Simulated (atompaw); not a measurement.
Before and after: PAW (atompaw) potential for europium

```json
{
 "Element": "europium (Eu)",
 "Generator": "atompaw 4.2.0.5",
 "Type": "PAW",
 "Functional": "PBE",
 "Relativity": "scalar-relativistic",
 "Frozen core": "[Kr] 4d10 4f6",
 "Valence charge": "11",
 "Reference configuration": "5s2 5p6 5d1.5 6s1.5 6p0",
 "Partial waves": "5s (bound): rc 2.20 bohr; 6s (bound): rc 2.80 bohr; 5p (bound): rc 2.15 bohr; 6p (bound, empty): rc 2.80 bohr; 5d (bound): rc 2.80 bohr; 5d channel at 3.25 Ry: rc 2.80 bohr",
 "Local potential": "bessel scheme, radius 2.00 bohr",
 "Core correction": "smooth core density matched at 1.65 bohr",
 "Augmentation charge": "sinc compensation charge, radius 2.25 bohr; PAW radius 2.80 bohr; waves and projectors: custom polynom2 7 10 vanderbiltortho"
}
```

All-electron outer shells of the reference configuration (PBE, scalar-relativistic, ld1.x):

| shell | level (eV) | outermost node (bohr) | outermost maximum (bohr) |
| --- | --- | --- | --- |
| 4d | -140.79 | 0.27 | 0.57 |
| 5s | -47.42 | 0.67 | 1.21 |
| 5p | -25.89 | 0.72 | 1.38 |
| 4f | -7.57 | – | 0.59 |
| 6s | -3.80 | 1.64 | 3.47 |
| 5d | -2.19 | 0.81 | 2.00 |
| 6p | -1.21 | 1.97 | 4.74 |

Change: all radii scaled by about 1.23 (s 2.70, p 2.64, d 3.44 bohr); local potential bessel scheme, radius 2.46 bohr; augmentation sinc compensation charge, radius 2.76 bohr; PAW radius 3.44 bohr; waves and projectors: custom polynom2 7 10 vanderbiltortho; core correction smooth core density matched at 2.04 bohr.

Cutoffs: the cutoffs (Ry, on a coarse ladder) from which the occupation-weighted sum of valence levels, in a spherical-Bessel basis at the reference potential, stays within 10 and 1 mRy of its value at 400 Ry; they do not see the model core or the augmentation charge, which bear on the density cutoff.

**Question.** What does the change do?

**Answer.** The potential gets harder (18 Ry and 35 Ry → 25 Ry and 55 Ry); the bound ghost in s disappears.

```csv
quantity,base,changed
"cutoff, loose",18 Ry,25 Ry
"cutoff, tight",35 Ry,55 Ry
loose cutoff by channel (10 mRy a level),"s 8 Ry, p 12 Ry, d 12 Ry","s 8 Ry, p 12 Ry, d 8 Ry"
bound ghosts,s,none
lowest overlap eigenvalue by channel,"s 0.41, p 0.43, d 0.84","s 0.53, p 0.67, d 0.94"
```

 A true bound ghost makes a file unfit for plane-wave use even where its test errors are small: the radial tests pick states by their node count and pass the ghost by. The cutoffs see the waves, projectors and local potential, not the compensation charge or the core.
